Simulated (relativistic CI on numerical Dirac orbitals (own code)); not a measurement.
# Hyperfine structure of Ir43+, mass number 193

Calculated at this level of theory: Dirac-Coulomb-Breit CI, separate exchange-only KLI orbitals for each configuration, model QED (radiative potential, 1s self-energy scaled to tabulated hydrogen-like ionisation energies), unscaled Slater integrals (own radial code, finite nucleus).

Configuration list (outside the closed core [Ar] 3d10): 4s²4p⁴, 4s4p⁵, 4s²4p³4d, 4p⁶, 4s4p⁴4d, 4s²4p³4f, 4s4p⁴4f, 4p⁵4d, 4s4p³4d², 4s²4p²4d4f, 4p⁵4f, 4p⁴4d², 4p³4d³, 4p³4d²4f. Double excitations out of closed p, d and f shells are left out; levels of such configurations are missing from the list, as are those of other unlisted configurations, and high levels can miss mixing partners.

Nuclear spin I = 3/2, μ = 0.163 μN, Q = 0.751 b (tables of Stone and Pyykkö). The electronic factors are computed for point nuclear moments, without core polarisation or the Bohr-Weisskopf and QED corrections.

| Level | E (cm⁻¹) | A (MHz) | B (MHz) |
| --- | --- | --- | --- |
| 4s²4p⁴ ³P2 | 0 | 7410 | 10800 |
| 4s²4p⁴ ³P1 | 922742 | -7983 | -52300 |
| 4s²4p⁴ ¹D2 | 962535 | 23080 | -115000 |
| 4s4p⁵ ³P°2 | 1811869 | 49740 | -98300 |

Levels with J = 0, under 50 % of one LS term, or S terms without an open s electron are left out. Small factors come from cancelling terms and can be off by tens of per cent or more.

At this charge energies of transitions that change n are usually good to better than 1 %, and those within a shell (Δn = 0) to a few per cent.

(1) Give the hyperfine levels of 4s²4p⁴ ³P1 relative to its centre of gravity.

Results:

(1) With K = F(F + 1) − I(I + 1) − J(J + 1), E = AK/2 + B[¾K(K + 1) − I(I + 1)J(J + 1)]/[2I(2I − 1)J(2J − 1)]: F = 1/2: -45380, F = 3/2: 60260, F = 5/2: -25040 MHz.

LS names give the leading component of a level, which can be under half, so a name can repeat, a term be missing and a line seem to break the LS rules.
